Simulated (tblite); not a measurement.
Compound: C4H8P2S.
Structure used (GFN2-xTB), in Å, numbered top down from 1:
```
atom  x, y, z in Å
C1     2.5344   -0.8849    0.6052
C2     1.5384   -0.0124    0.6302
C3     0.4620    0.0249   -0.3594
C4    -0.2044    1.3719   -0.6941
P5    -1.2740    0.2490    0.2655
P6    -2.5901   -0.7516   -1.1643
S7    -1.7350    0.5989    2.1317
H8     3.2998   -0.8915    1.3606
H9     2.6210   -1.6225   -0.1757
H10    1.4642    0.7173    1.4268
H11    0.5801   -0.6584   -1.1955
H12   -0.4124    1.5604   -1.7391
H13    0.1825    2.2326   -0.1619
H14   -3.7080   -0.0924   -0.6526
H15   -2.7629   -1.8334   -0.2996
```

Calculated harmonic vibrations of the isolated species, GFN2-xTB (tblite), most abundant isotopes, no scaling. Errors from tens to a few hundred cm⁻¹ against measured bands are possible. Modes of hydrogen on phosphorus can be 10 to 20 % off. One conformer, not necessarily the lowest.

Harmonic wavenumbers (cm⁻¹): 66.4, 71.6, 100.7, 124.8, 133.8, 165.7, 245.5, 304.2, 394.2, 440.3, 573.5, 649.1, 670.8, 712.4, 727.3, 751.6, 815.5, 876.2, 884.5, 944.4, 979.8, 1009.0, 1017.6, 1091.4, 1102.1, 1178.7, 1228.7, 1299.8, 1378.2, 1411.4, 1684.5, 2262.0, 2309.1, 2999.5, 3033.6, 3053.5, 3057.7, 3103.2, 3140.1.

A = 1840, B = 1068, C = 806.4 MHz; mass 149.982 u (most abundant isotopes); point group C1, symmetry number 1.

Problem. Zero-point energy?

Solution. ½Σν̃ = 22996 cm⁻¹ = 65.75 kcal/mol.

Problem. What is S at 273.15 K and 1 bar for an ideal gas of classical rigid rotors and harmonic oscillators?

Solution. Translation 40.52, rotation 29.43, vibration 26.04: S = 96.0 cal/(mol K).

Problem. And Cp and H(273.15 K) − H(0)?

Solution. Cp = 33.60 cal/(mol K), of which vibrations give 25.65 (their classical limit is 39 R = 77.5); H(273.15 K) − H(0) = 5.89 kcal/mol without the zero-point energy, 3.72 from vibrations.

Problem. Blend soft modes into free rotors: weight 1/[1 + (100 cm⁻¹/ν̃)⁴] for the oscillator and the rest for a rotor with moment μB/(μ + B), μ = h/(8π²ν), B = 10⁻⁴⁴ kg m². What vibrational entropy results?

Solution. 24.22 cal/(mol K) in place of 26.04, which changes −T·S at 273.15 K by +0.50 kcal/mol.

Problem. How do the functions run with temperature in this model?

Solution. 
```
 T (K)  S (cal/(mol K))  Cp (cal/(mol K))  H − H(0) (kcal/mol)  G − H(0) (kcal/mol)  ln q(vib)
   150             79.3              23.2                 2.40                -9.49       3.05
   250             93.1              31.6                 5.14               -18.14       5.66
298.15             99.0              35.7                 6.76               -22.77       6.87
   400            110.7              43.6                10.81               -33.45       9.36
   600            130.6              54.7                20.72               -57.64      13.99
   900            154.9              64.8                38.78              -100.60      20.28
```

q(vib) and H(0) count from the zero-point level.

Problem. Which modes carry the vibrational entropy at 273.15 K?

Solution. 66.4 cm⁻¹: 4.08; 71.6 cm⁻¹: 3.94; 100.7 cm⁻¹: 3.27; 124.8 cm⁻¹: 2.86; 133.8 cm⁻¹: 2.72; 165.7 cm⁻¹: 2.32 cal/(mol K); the other 33 give 6.84 together.

Problem. What must be added to the electronic energy to get the Gibbs energy at 273.15 K and 1 bar?

Solution. ZPE + [H(273.15 K) − H(0)] − T·S = 65.75 + 5.89 − 26.22 = 45.42 kcal/mol.

Hindered rotation and anharmonicity are outside this model. Other conformers, if any are populated, would add a mixing term that is left out. The structure is chiral; the term R ln 2 for an equal mix with its mirror image is left out.
